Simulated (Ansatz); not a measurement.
Geometry optimisation, RHF/def2-SVP in Ansatz 0.2.0.

The input (input.yaml):

```yaml
crystal:
  periodic: [false, false, false]
  atoms:
    - { symbol: Si, position_ang: [0.0, 0.0, 0.0] }
    - { symbol: F, position_ang: [0.0, 0.0, 1.94] }
    - { symbol: H, position_ang: [1.3768, 0.0, -0.4862] }
    - { symbol: F, position_ang: [-0.7489, 1.2974, -0.5295] }
    - { symbol: H, position_ang: [-0.6877, -1.1914, -0.4862] }
    - { symbol: S, position_ang: [-2.3345, 0.0074, 0.7757] }
    - { symbol: H, position_ang: [-3.0926, -0.8639, -0.0155] }
    - { symbol: H, position_ang: [-1.1646, 0.0037, 1.8597] }
basis:
  gaussian: { orbitals: def2-SVP }
hamiltonian:
  xc: hf
relax:
  f_tol: 0.15
  max_steps: 25
  restrain:
    - { distance: [0, 5], at: 2.16, k: 30.0 }
    - { distance: [7, 1], at: 0.92, k: 30.0 }
    - { distance: [0, 1], at: 2.79, k: 30.0 }
    - { distance: [7, 5], at: 2.6, k: 30.0 }
output:
  orbitals: {}
```

Launched with:

```bash
$ ansatz run input.yaml --threads 1 --pin off --max-ram 2048MiB --backend cpu --events-out ev --progress --plain --runs-dir out
```

Task: Where does it end, and by what steps?

Result: The run converged. The restraints hold the end off the free minimum; the threshold counts their pulls, which the force column leaves out. Restrained pairs: Si1–S6 (2.46 → 2.16 Å), F2–H8 (1.17 → 0.91 Å), Si1–F2 (1.94 → 2.80 Å), S6–H8 (1.59 → 2.60 Å). After 15 steps the energy has fallen by 4.228 eV (the restraints' own energy left out); H3 moved furthest, 1.52 Å.

```
step  energy less start (eV)  largest force component (eV/Å)  accepted
   0                  0.0000                           4.194       yes
   1                 -0.2776                           2.407       yes
   2                 -0.5254                           3.341       yes
   3                 -1.4887                           1.958       yes
   4                 -2.3084                           3.196       yes
   5                 -2.9869                           1.133       yes
   6                 -3.4460                           1.111       yes
   7                 -3.7684                           0.928       yes
   8                 -3.8514                           1.034       yes
   9                 -3.9092                           1.093       yes
  10                 -3.9656                           1.395       yes
  11                 -4.0691                           1.117       yes
  12                 -4.1670                           0.593       yes
  13                 -4.1897                           0.369       yes
  14                 -4.2052                           0.516       yes
  15                 -4.2277                           0.344       yes
```

```xyz
8
Properties=species:S:1:pos:R:3
Si -0.456 0.213 -0.361
F 0.064 -0.892 2.158
H 0.578 1.034 0.282
F -0.619 0.746 -1.875
H -0.179 -1.214 -0.480
S -2.322 0.523 0.682
H -2.963 -0.557 0.224
H -0.755 -0.599 2.427
```

Time of the run: 14 s on 1 thread of Intel(R) Xeon(R) 6975P-C (Granite Rapids), on a shared host, peak memory 0.17 GiB.
